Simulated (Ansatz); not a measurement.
ClFH4Si2, SMILES `F[SiH2][SiH2]Cl`, charge 0, multiplicity 1.

(1) Give a relaxed structure at PBE0-D4/def2-TZVP (Ansatz). (An estimate is asked.)

Answers

(1) Ansatz gave: 
Cartesian coordinates in Å:
```
F -1.423 -0.788 1.578
Si 0.059 -0.690 0.974
Si 0.013 0.545 -1.019
Cl -0.531 2.488 -0.604
H 0.930 -0.034 1.981
H 0.544 -2.072 0.718
H 1.366 0.561 -1.633
H -0.958 -0.010 -1.995
```
